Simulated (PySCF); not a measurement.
**Energy of P(2+) (phosphorus, charge +2) between two integer charges**

The 3p alpha orbital of [Ne] 3s2 3p1 is emptied in steps (occupation f), with all orbitals relaxed, ending at [Ne] 3s2. Computed with PySCF 2.14 in jorge-DZP-DKH (7s4p1d, 24 functions), with scalar relativity by spin-free X2C-1e. The exact energy is a straight line in f; departures are measured from the line between the end points of the same method.

```
  f  UHF (eV)  LDA (eV)  PBE (eV)  PBE0 (eV)  r2SCAN (eV)  LC-wPBE (eV)  BHandHLYP (eV)  wB97X (eV)  BLYP (eV)  M06-2X (eV)
  1     0.000     0.000     0.000      0.000        0.000         0.000           0.000       0.000      0.000        0.000
0.9     0.032    -0.489    -0.478     -0.352       -0.446        -0.094          -0.233      -0.125     -0.485       -0.244
0.7     0.074    -1.142    -1.112     -0.818       -1.033        -0.216          -0.541      -0.289     -1.131       -0.575
0.5     0.087    -1.360    -1.320     -0.968       -1.217        -0.250          -0.641      -0.338     -1.343       -0.687
0.3     0.072    -1.141    -1.102     -0.806       -1.011        -0.202          -0.534      -0.279     -1.122       -0.578
0.1     0.031    -0.487    -0.467     -0.341       -0.428        -0.082          -0.227      -0.118     -0.477       -0.253
  0     0.000     0.000     0.000      0.000        0.000         0.000           0.000       0.000      0.000        0.000
```

```
   method  E(f=0) − E(f=1) (eV)  −ε at f=1 (eV)  −ε at f=0.5 (eV)
      UHF                29.528          29.888            29.523
      LDA                30.199          24.776            30.202
      PBE                30.239          24.931            30.270
     PBE0                30.248          26.332            30.282
   r2SCAN                30.324          25.349            30.389
  LC-wPBE                30.423          29.364            30.464
BHandHLYP                30.130          27.541            30.150
    wB97X                30.122          28.723            30.152
     BLYP                30.133          24.745            30.157
   M06-2X                29.944          27.249            29.945
```

Orbital energy along the path (eV):

```tsv
f	UHF	LDA	PBE	PBE0	r2SCAN	LC-wPBE	BHandHLYP	wB97X	BLYP	M06-2X
1	-29.888	-24.776	-24.931	-26.332	-25.349	-29.364	-27.541	-28.723	-24.745	-27.249
0.9	-29.812	-25.851	-25.996	-27.124	-26.373	-29.592	-28.065	-29.015	-25.822	-27.759
0.7	-29.665	-28.019	-28.134	-28.709	-28.406	-30.038	-29.112	-29.593	-27.988	-28.828
0.5	-29.523	-30.202	-30.270	-30.282	-30.389	-30.464	-30.150	-30.152	-30.157	-29.945
0.3	-29.386	-32.385	-32.380	-31.825	-32.306	-30.853	-31.171	-30.678	-32.307	-31.018
0.1	-29.254	-34.542	-34.423	-33.307	-34.160	-31.178	-32.157	-31.175	-34.397	-32.159
0	-29.190	-35.597	-35.395	-34.006	-35.029	-31.301	-32.631	-31.424	-35.399	-32.786
```

Reference removal energy between the ground levels: 30.203 eV (measured; NIST Atomic Spectra Database, ionization energies). The calculation has no spin-orbit coupling. UHF lacks correlation.
